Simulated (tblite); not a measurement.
Species: C6H5N2 (doublet state).
Geometry (GFN2-xTB, Å), atoms numbered from 1 in this order:
```xyz
13
C6H5N2 angstrom
C     -2.1000    1.8907   -0.2115
C     -1.9297    0.7060   -0.1602
C     -1.6446   -0.7165   -0.0877
N     -0.2876   -1.1365   -0.1108
C      0.6867   -0.3011   -0.2571
C      2.0021   -0.7740   -0.2529
C      3.0872    0.0639   -0.4119
N      3.9949    0.7647   -0.5469
H     -2.2926    2.9215   -0.2547
H     -2.1491   -1.2343   -0.9175
H     -2.0839   -1.1294    0.8327
H      0.5260    0.7752   -0.3855
H      2.1860   -1.8297   -0.1149
```

The geometry is computed with GFN2-xTB (gas phase). This method treats the open shell by occupation alone, without spin polarisation.

Masses are those of the commonest isotopes; rigid-rotor values at the optimised geometry. The values belong to one conformer with, in the numbering `[CH:1]#[C:2][CH2:3][N:4]/[CH:5]=[CH:6]/[C:7]#[N:8]`, C2–C3–N4–C5 -3°, C3–N4–C5–C6 179°.

(1) Give the principal moments of inertia and the rotational constants in MHz.

(2) Classify the top.

(3) What does the inertial defect say?

(4) List the rotational levels J(Ka,Kc) to J = 3 (MHz).

Answers

(1) Ia = 105.09, Ib = 524.39, Ic = 626.27 u·Å²; 505379 MHz·u·Å²/I gives A = 4809, B = 963.7, C = 807.0 MHz.

(2) A near-prolate asymmetric top; Ray's κ = -0.922.

(3) Not planar: Δ = Ic − Ia − Ib = -3.21 u·Å². For a rigid frame Δ = −2 Σ m c², so Σ m c² = 1.61 u·Å² lies off the ab plane: 1.57 from hydrogen and 0.04 from heavier atoms. The atom farthest from that plane is 0.92 Å away.

(4) Above 0(0,0):
J = 1: 1(0,1) 1771, 1(1,1) 5616, 1(1,0) 5773
J = 2: 2(0,2) 5307, 2(1,2) 9001, 2(1,1) 9471, 2(2,1) 21007, 2(2,0) 21012
J = 3: 3(0,3) 10601, 3(1,3) 14075, 3(1,2) 15015, 3(2,2) 26319, 3(2,1) 26343, 3(3,1) 45941, 3(3,0) 45941

For this open shell read J as N, the rotation without spin; fine and hyperfine splittings come on top. Its GFN2-xTB frequencies are all real (lowest 64 cm⁻¹). Constants of a rigid frame at the computed geometry: no zero-point averaging, no centrifugal distortion.
